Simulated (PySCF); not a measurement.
## Nonlinear optical response: 3,3,3-trifluoropropanal (O=CCC(F)(F)F, C3H3F3O)

Geometry:
```
atom   x (Å)   y (Å)   z (Å)
  O1   2.303   0.654   0.576
  C2   1.107   0.720   0.551
  C3   0.214  -0.480   0.323
  C4  -0.921  -0.196  -0.628
  F5  -0.467   0.205  -1.817
  F6  -1.676  -1.277  -0.822
  F7  -1.715   0.773  -0.157
  H8   0.568   1.686   0.723
  H9  -0.232  -0.769   1.290
 H10   0.817  -1.318  -0.051
```

Method: PySCF, quadratic response CAM-B3LYP/def2-TZVPD first hyperpolarisability, Taylor convention, gas phase. Geometry: PBE0-D3(BJ)/def2-SVP.

(1) What is the first hyperpolarisability, and how does it disperse?

(2) Which lowest excitations, dipole and polarisabilities go with it?

Results:

(1) In au, Taylor convention; the vector part is βᵢ = ⅓ Σⱼ (βᵢⱼⱼ + βⱼᵢⱼ + βⱼⱼᵢ); β∥ is 3/5 of the vector part along the dipole, the dipole points from − to +:
```
                   process  λ (nm)  β vector norm     β∥  β HRS  depolarisation ratio
           static β(0;0,0)       ∞           46.9  -18.4   19.0                  5.36
second harmonic β(−2ω;ω,ω)    1907           48.0  -18.9   19.5                  5.37
         Pockels β(−ω;ω,0)    1907           47.2  -18.5      –                     –
second harmonic β(−2ω;ω,ω)    1064           50.5  -20.0   20.5                  5.39
         Pockels β(−ω;ω,0)    1064           48.0  -18.9      –                     –
```

(2) S1 4.27 eV (f = 0.000); S2 7.46 eV (f = 0.005); S3 8.07 eV (f = 0.068); dipole 1.75 D; isotropic α 43.1 au static, 43.2 au at 1907 nm, 43.4 au at 1064 nm, 43.4 au at 953.5 nm, 44.1 au at 532 nm.
